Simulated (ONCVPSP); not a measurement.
**Configuration tests for mercury (ONCV)**

ONCVPSP 4.0.1 input, shortened (lines: element, Z, core and valence counts, functional; n l f; lmax; l rc ep ncon nbas qcut; lloc lpopt rc5 dvloc0; l nproj debl; icmod fcfact rcfact), PBE, scalar-relativistic:

```
  Hg 80.00   10    4        4      upf
    1    0    2.00
    2    0    2.00
    2    1    6.00
    3    0    2.00
    3    1    6.00
    3    2   10.00
    4    0    2.00
    4    1    6.00
    4    2   10.00
    4    3   14.00
    5    0    2.00
    5    1    6.00
    5    2   10.00
    6    0    2.00
    2
    0    1.60    0.00    3    6    7.10
    1    1.70    0.00    4    8   10.10
    2    1.60    0.00    3    8   10.80
    2    5    1.60    0.00
    0    2    2.90
    1    1    0.40
    2    0    1.20
    2    0.20    1.10
```

Energies are relative to the spin-unpolarised reference configuration 5s2 5p6 5d10 6s2; without spin polarisation the order of configurations can differ from experiment.

| valence configuration | charge | ΔE all-electron (eV) | error AE − PS (meV) |
| --- | --- | --- | --- |
| 5s2 5p6 5d10 6s1 | +1 | 10.688 | -5.9 |
| 5s2 5p6 5d10 6s0 | +2 | 29.663 | -23 |
| 5s2 5p6 5d9 6s2 6p1 | 0 | 10.372 | -25 |

Question: What are ΔE and the potential's error for 5s2 5p6 5d9 6s0?

Answer: ΔE = 65.190 eV all-electron; the error (AE − PS) is -23 meV.

Levels in the configuration 5s2 5p6 5d10 6s1:

```tsv
level	all-electron (eV)	pseudo (eV)
5s	-127.258	-127.315
5p	-75.624	-75.637
5d	-18.842	-18.839
6s	-14.713	-14.718
```
